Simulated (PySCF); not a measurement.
Species: C6H11B.
Z-matrix (Å and degrees, PBE0-D3(BJ)/def2-SVP geometry), rows numbered from 1:
```
B 
C   1  1.5252
C   2  1.5222  1  121.22
C   3  1.4738  2   62.27  1   -99.81
C   4  1.4905  2  118.34  3   112.21
C   5  1.5028  4  119.69  2   173.33
C   6  1.4994  5   59.97  4  -109.62
H   1  1.2140  2  119.00  3    20.25
H   1  1.2106  2  122.07  3  -162.15
H   2  1.0948  1  119.87  3   156.79
H   3  1.0935  2  115.93  4  -108.87
H   3  1.0928  2  117.64  4   110.15
H   4  1.0955  2  115.53  3  -107.46
H   5  1.0956  4  114.08  2   -42.17
H   6  1.0938  5  117.47  7   108.11
H   6  1.0931  5  118.32  7  -108.52
H   7  1.0930  5  118.33  6   108.43
H   7  1.0939  5  117.36  6  -108.18
```

Level of theory: PySCF, TDDFT wB97X-D/def2-SVPD, vertical, gas phase, core orbitals frozen in the response.

```tsv
state	E (eV)	λ (nm)	f	|μ| (D)	main configurations (H = HOMO, L = LUMO)
S1	5.75	215.8	0.044	1.42	H→L (69%), H-1→L (11%), H-2→L (10%)
S2	6.14	201.9	0.064	1.66	H-3→L (31%), H-1→L (31%), H-2→L (19%)
S3	6.70	185.0	0.155	2.47	H-3→L (61%), H-1→L (20%), H→L (10%)
S4	7.33	169.1	0.014	0.71	H-4→L (26%), H-6→L (23%), H-1→L (23%)
S5	7.64	162.3	0.0012	0.21	H→L+2 (91%)
S6	7.86	157.7	0.0037	0.35	H→L+1 (55%), H→L+3 (28%)
S7	8.17	151.8	0.043	1.18	H→L+3 (56%), H→L+1 (19%), H→L+4 (10%)
S8	8.27	149.9	0.0057	0.43	H-2→L (42%), H-6→L (20%), H-4→L (11%)
S9	8.31	149.2	0.037	1.08	H→L+4 (74%)
S10	8.49	146.1	0.0031	0.31	H-1→L+2 (85%)
```

Triplets, Tamm–Dancoff:

| state | E (eV) | λ (nm) | main configurations (H = HOMO, L = LUMO) |
| --- | --- | --- | --- |
| T1 | 5.17 | 239.9 | H→L (78%), H-4→L (12%) |
| T2 | 5.52 | 224.7 | H-1→L (47%), H-2→L (30%), H-3→L (10%) |
| T3 | 6.06 | 204.5 | H-3→L (81%), H-1→L (11%) |
| T4 | 7.00 | 177.2 | H-4→L (27%), H-6→L (24%), H-1→L (20%) |

The lowest singlet comes at 216 nm (554 kJ/mol) in the ultraviolet; it is of moderate strength; its leading configuration is HOMO→LUMO (69%). The strongest level in the table is S3 at 6.70 eV (185 nm, f = 0.155). Löwdin shares by element: HOMO carbon 62% or more (atoms not listed hold the other 38%); LUMO boron 49%, hydrogen 20% or more, carbon 12% or more (atoms not listed hold the other 19%). Weighted by f, the mean energy of these states is 6.90 eV. The oscillator strengths of these states sum to 0.371; summed over the whole spectrum of an exact calculation they would give the number of electrons, 52 (Thomas–Reiche–Kuhn). Of the 10 states listed, 6 reach f = 0.01 and none stays under 0.0005. No computed singlet lies in the visible range (380 to 750 nm); the lowest, at 216 nm, stands 2.48 eV above its violet end (3.26 eV). The vertical ionisation energy (ΔSCF) is 9.34 eV, 0.86 eV above S10. Only the lowest 10 singlets were computed, as vertical energies without vibronic structure.

On one thread of an Arm Neoverse V2 (shared host), this took 2.5 min wall (with the writing of density and orbital grids) and 1.1 GiB of memory at its peak.

One conformer stands for the species.
